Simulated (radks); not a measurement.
Problem. Eu LIX, configuration [He] 2s2 2p1. Method: Dirac Kohn-Sham, exchange-only PBE, spin-unpolarised, spherical densities, finite nucleus; open shells fill j = l - 1/2 first; Fermi nuclear charge, rms radius 5.1115 fm; computed with a radial shooting solver on a logarithmic mesh with Libxc functionals.

Spin-orbit splittings of the eigenvalues, e(l+1/2) - e(l-1/2), with zeta = 2 splitting/(2l+1) and mean radii in bohr:

shell  occ.  splitting (eV)  zeta (eV)  <r> j=l-1/2  <r> j=l+1/2
2p        1               ?          ?      0.07489      0.08098
3p        0           211.0      140.7       0.1961       0.2048

Estimate the 2p splitting.

Solution. 730.6 eV (zeta = 487.1 eV).
